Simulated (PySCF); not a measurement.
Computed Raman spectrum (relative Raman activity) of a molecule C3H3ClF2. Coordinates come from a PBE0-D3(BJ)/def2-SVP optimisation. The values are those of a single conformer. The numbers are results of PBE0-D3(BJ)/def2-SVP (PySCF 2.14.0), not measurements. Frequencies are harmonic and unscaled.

ν (cm⁻¹): 388 (w), 833 (w), 867 (w), 943 (vw), 1019 (vw), 1104 (vw), 1155 (w), 1216 (vw), 1270 (w), 1519 (vw), 3185 (m), 3192 (vs), 3206 (s) (against the strongest line: vs over 80 %, s over 45 %, m over 15 %, w over 4 %, vw less)

### Question
Which structure fits?
(A) FC1(F)C[C@H]1Cl
(B) C/C(F)=C(\F)Cl
(C) FC(F)/C=C/Cl
(D) F[C@@H]1[C@H](F)[C@H]1Cl

### Answer
D, F[C@@H]1[C@H](F)[C@H]1Cl
